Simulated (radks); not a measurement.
Problem. All-electron atom: Tm IV in [Xe] 4f(5/2: 6, 7/2: 6) (the NIST ground configuration). Calculated with a radial shooting solver on a logarithmic mesh with Libxc functionals: Dirac Kohn-Sham, LDA (Slater exchange, Perdew-Wang correlation), spin-unpolarised, spherical densities, point nucleus. Some entries of the table are withheld. Estimate them.

orbital  occ.  eigenvalue (hartree)  <r> (bohr)  r(max) (bohr)
1s1/2       2             -2175.550     0.02002        0.01262
2s1/2       2             -367.9002     0.08435        0.07212
2p1/2       2             -350.8234     0.07010        0.05404
2p3/2       4             -314.8422     0.07749        0.06036
3s1/2       2                   (1)      0.2207            (2)
3p1/2       2             -76.10777      0.2104            (3)
3p3/2       4             -68.51347      0.2243            (4)
3d3/2       4             -55.63409      0.1974            (5)
3d5/2       6             -53.97317      0.2017            (6)
4s1/2       2             -17.45071      0.4977         0.4647
4p1/2       2             -14.42466      0.5058         0.4663
4p3/2       4             -12.69886      0.5379         0.4945
4d3/2       4              -7.71102      0.5639         0.4958
4d5/2       6              -7.39628      0.5753         0.5049
5s1/2       2              -3.08711       1.207          1.082
5p1/2       2              -2.24102       1.343          1.174
5p3/2       4              -2.00863       1.442          1.258
4f5/2       6              -1.34830      0.7421         0.4892
4f7/2       6              -1.30141      0.7553         0.4945

Solution. 
(1) 3s1/2 eigenvalue (hartree): -83.63419
(2) 3s1/2 r(max) (bohr): 0.2037
(3) 3p1/2 r(max) (bohr): 0.1913
(4) 3p3/2 r(max) (bohr): 0.2045
(5) 3d3/2 r(max) (bohr): 0.1610
(6) 3d5/2 r(max) (bohr): 0.1647
